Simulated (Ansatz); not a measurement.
Pd3H4⁻, relaxed as a doublet with UKS PBE-D4/def2-TZVPD in Ansatz, starting from the GFN2-xTB geometry. Force threshold 0.02 eV/Å.

In the def2 sets Pd takes a core potential; there is no spin–orbit coupling. Another isomer (doublet) lies 0.06 eV lower at PBE-D4/def2-TZVPD; other spin states weren't run for this one.

Start:

```xyz
7

Pd    1.565    0.286    0.488
Pd   -0.095    0.731   -1.383
Pd   -1.175   -0.695    0.506
H    -1.977   -1.590    1.591
H    -1.357    0.782   -2.306
H     2.839    0.999   -0.050
H     0.199   -0.514    1.154
```

(1) Estimate the energy that the relaxation releases and the steps that it takes.

(2) Does the start keep its bonding?

(3) Predict the relaxed structure.

Results:

(1) 23.5 kcal/mol, in 18 steps; 45 s on 4 threads of Arm Neoverse V2 on a shared host. The force fell under the threshold at step 15, but the optimiser went on. No frequencies were taken in this run, so the end may be a saddle point.

(2) Bonds formed: Pd3–H5 (atoms count from 1).

(3) 
```xyz
7

Pd    1.416   -0.126    0.259
Pd    0.109    1.062   -1.597
Pd   -1.223   -0.628    0.125
H    -1.480   -1.611    1.343
H    -1.386    0.414   -1.450
H     2.660    0.872    0.194
H    -0.097    0.017    1.125
```
Bond lengths (bridged metal pairs left out): 1 × Pd–Pd 2.56 Å; 6 × H–Pd 1.59 to 1.90 Å.
